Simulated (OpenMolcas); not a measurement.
Ru II: effect of the IPEA shift

| Property | Result |
| --- | --- |
| Program | OpenMolcas 26.06 |
| Basis | ANO-RCC-VTZP [7s6p4d2f1g] |
| Scalar Hamiltonian | DKH2, point nucleus |
| Active space | 7 electrons in 11 orbitals (4d 5s 5d) |
| State averaging | 2S+1 = 4 even, 15 roots; 2S+1 = 6 even, 5 roots kept (CI in the orbitals of an earlier block); 2S+1 = 2 even, 28 roots kept (CI in the orbitals of an earlier block) |
| Spin-orbit coupling | state interaction with AMFI integrals over the reference wave functions, term energies averaged over their components |

Methods on the same reference wave functions:
A. CASSCF
B. SS-CASPT2, IPEA 0 Eh, imaginary shift 0.1 Eh (closed shells correlated: 4s 4p)
C. SS-CASPT2, IPEA 0.25 Eh, imaginary shift 0.1 Eh (closed shells correlated: 4s 4p)

Energies in cm-1 above 4d7 4F 9/2, the measured ground level; measured values from NIST Handbook of Basic Atomic Spectroscopic Data.

```json
{"Level": "4d7 4F 9/2", "A": "0.0", "B": "0.0", "C": "0.0", "Measured": "0.0"}
{"Level": "4d7 4F 7/2", "A": "1449", "B": "1476", "C": "1467", "Measured": "1523"}
{"Level": "4d7 4F 5/2", "A": "2416", "B": "2420", "C": "2420", "Measured": "2494"}
{"Level": "4d7 4F 3/2", "A": "3025", "B": "2990", "C": "3000", "Measured": "3104"}
{"Level": "4d6 5s 6D 9/2", "A": "8044", "B": "6970", "C": "7550", "Measured": "9151"}
{"Level": "4d6 5s 6D 7/2", "A": "8935", "B": "7860", "C": "8440", "Measured": "10150"}
{"Level": "4d6 5s 6D 5/2", "A": "9565", "B": "8670", "C": "9230", "Measured": "10852"}
{"Level": "4d6 5s 6D 3/2", "A": "9977", "B": "9210", "C": "9780", "Measured": "11304"}
{"Level": "4d6 5s 6D 1/2 [69 %]", "A": "10273", "B": "9730", "C": "10270", "Measured": "11604"}
{"Level": "4d7 4P 5/2", "A": "10959", "B": "7710", "C": "8170", "Measured": "8257"}
{"Level": "4d7 4P 3/2", "A": "11334", "B": "7860", "C": "8360", "Measured": "8478"}
{"Level": "4d7 4P 1/2 [66 %]", "A": "12199", "B": "8570", "C": "9060", "Measured": "9374"}
{"Level": "4d7 2G 9/2", "A": "12833", "B": "10500", "C": "11170", "Measured": ""}
{"Level": "4d7 2G 7/2", "A": "14248", "B": "11890", "C": "12590", "Measured": ""}
{"Level": "4d7 2P 3/2 [60 %]", "A": "16051", "B": "12380", "C": "13160", "Measured": ""}
{"Level": "4d7 2H 11/2", "A": "17347", "B": "14860", "C": "15360", "Measured": ""}
{"Level": "4d7 2D 5/2", "A": "17652", "B": "14130", "C": "14940", "Measured": ""}
{"Level": "4d7 2P 1/2", "A": "18009", "B": "14170", "C": "14980", "Measured": ""}
{"Level": "4d7 2H 9/2", "A": "18677", "B": "16200", "C": "16710", "Measured": ""}
```

Deviations, from unrounded energies. A percentage is the sum of absolute deviations over the sum of measured energies, with the sign that they share, or ± where signs differ.

| Against measurement | Levels | A | B | C |
| --- | --- | --- | --- | --- |
| mean absolute deviation (cm-1) | 11 | 1400 | 1200 | 780 |
| fine structure of the ground term (%) | 3 | -3.3 | -3.3 | -3.4 |
| other terms of the ground configuration (%) | 3 | +32.1 | -7.5 | -2.0 |
| other configurations (%) | 5 | -11.8 | -20.0 | -14.7 |

C lies closest to measurement on these levels and A furthest from it. The largest miss of C in the table is 4d6 5s 6D 7/2, by -1700 cm-1. The ranking rests on the paired levels alone, and a cruder setting can come out closer through cancelling errors.

Between B and C the level of the table that moves most is 4d7 2P 1/2, by 820 cm-1 (lowest in B, highest in C). Moves below CASPT2's spread within the term are not significant.

The mean deviations of B to C differ by less than CASPT2's widest spread within a term (1100 cm-1), so their order carries little weight.

From A to B the spin-free energies of the other terms of 4d7 shown, above 4F, scale by factors of 0.69 to 0.84.

The lowest spin-free term lies below A's lowest term by 0.437 hartree in B, 0.427 hartree in C.

Term energies are means over components that CASPT2 splits; among the terms shown or strongly mixed into the levels shown the widest spread is 1100 cm-1 (4d7 4F, B). Some levels mix across a computed gap that differs much from the measured one, so their mixing is not that of the real levels. Terms from blocks run as CI alone lack orbitals of their own. Active for correlation alone: 5d; no level in the range computed is led by a configuration that fills it, so any true level of that kind is missing. Without dynamic correlation excited terms often stand tens of per cent too high (terms of higher spin than the ground term too low), and those without a measured partner can miss by more than the paired ones (holds for A). Computed and measured levels are paired by configuration, term and J; levels that our copy of the source lacks, or whose pairing is in doubt (as where it misses far off the trend of its configuration), stay unpaired and out of the deviations. Only configurations of the active space appear. The table leaves out levels that lie high or whose names do not pair safely across all columns.

A share in square brackets marks a mixed level and gives the weight of the term that names it, the lowest over the columns.
